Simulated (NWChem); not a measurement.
System: C$_{3}$H$_{5}$BFN; SMILES FB(C=C=C)N

The following NWChem deck was run.

```
start job
memory heap 200 mb stack 900 mb global 1100 mb
geometry units angstroms noautosym nocenter noautoz
  C      0.251083    -2.710765     0.000000
  C     -0.309087    -1.530600     0.000000
  C     -0.850953    -0.333417     0.000000
  B      0.005613     0.972830     0.000000
  N     -0.579273     2.244030     0.000000
  F      1.344644     0.891602     0.000000
  H      0.496302    -3.220276     0.937539
  H      0.496302    -3.220276    -0.937539
  H     -1.948555    -0.276356     0.000000
  H     -0.025954     3.090600     0.000000
  H     -1.577410     2.394926     0.000000
end
basis spherical
  C library def2-svp
  B library def2-svp
  N library def2-svp
  F library def2-svp
  H library def2-svp
end
dft
  xc b3lyp
  iterations 150
  mulliken
end
task dft energy
esp
  recalculate
  probe 0.07
  range 0.3
  factor 1.0
  spacing 0.02
end
task esp
```

Coordinates come from a PBE0/def2-SVP optimisation.

Atomic charges in e: unrestrained fits to the electrostatic potential beside Mulliken populations; buried atoms are poorly determined by the fit.

Atoms are numbered as in the input.

Task: Give the results of this calculation. (B3LYP/def2-SVP.) Quantities: ESP C1; Mulliken C1; ESP C2; Mulliken C2; ESP C3; Mulliken C3; ESP B4; Mulliken B4; ESP N5; Mulliken N5; relative RMS misfit of the potential (%).

Result: 
| Property | Result |
|---|---|
| ESP C1 | -0.45 |
| Mulliken C1 | -0.21 |
| ESP C2 | 0.23 |
| Mulliken C2 | 0.19 |
| ESP C3 | -0.49 |
| Mulliken C3 | -0.17 |
| ESP B4 | 0.72 |
| Mulliken B4 | 0.00 |
| ESP N5 | -0.88 |
| Mulliken N5 | -0.07 |
| relative RMS misfit of the potential (%) | 28 |
